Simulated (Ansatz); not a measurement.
Reactions of CH₆O₂SSi (`OCO[SiH2]S`).

Calculated with Ansatz (gas phase, PBE0-D4/def2-TZVP geometries, no zero-point term in ΔE). CBS: MP2 limit from def2 TZ/QZ plus the TZ coupled-cluster correction, frozen cores. This one scheme is used for every species. Functionals use def2-TZVPP. Each species was taken in one conformer, which may not be the lowest.

```tsv
reaction	ωB97X-V (kJ/mol)	B2PLYP (kJ/mol)	PBE-D4 (kJ/mol)
`OCO[SiH2]S` + `O[SiH2]O` → `O[SiH2]O[SiH2]S` + `OCO`	-20	-20	-19
`OCO[SiH2]S` + CH₄ → `C[SiH2]OCO` + H₂S	70	70	74
`OCO[SiH2]S` + H₂O → `OCO[SiH2]O` + H₂S	-45	-49	-32
`OCO[SiH2]S` → `O[SiH2]OCS`	-48	-54	-45
`OCO[SiH2]S` → `OC[SiH](O)S`	-30	-32	-38
`OCO[SiH2]S` + H₂S → `SCO[SiH2]S` + H₂O	2	-1	-8
`OCO[SiH2]S` + `OCS` → `SCO[SiH2]S` + `OCO`	-9	-10	-13
`OCO[SiH2]S` + `O=COC[SiH3]` → `O=COC[SiH2]S` + `OCO[SiH3]`	24	21	24
`OCO[SiH2]S` + `CB(O)S` → `CB(O)SCO` + `O[SiH2]S`	0	-4	-10
`OCO[SiH2]S` + `NC1CCCC1` → `N[SiH2]OCO` + `SC1CCCC1`	-14	-20	-9
```

(1) Give the CCSD(T)/CBS values in the same order. (Best estimate.)

Largest T1 diagnostic: 0.015, for `O=COC[SiH3]`.

Results:

(1) Computed: -21, 71, -41, -54, -37, -9, -10, 23, -8, -18 kJ/mol.
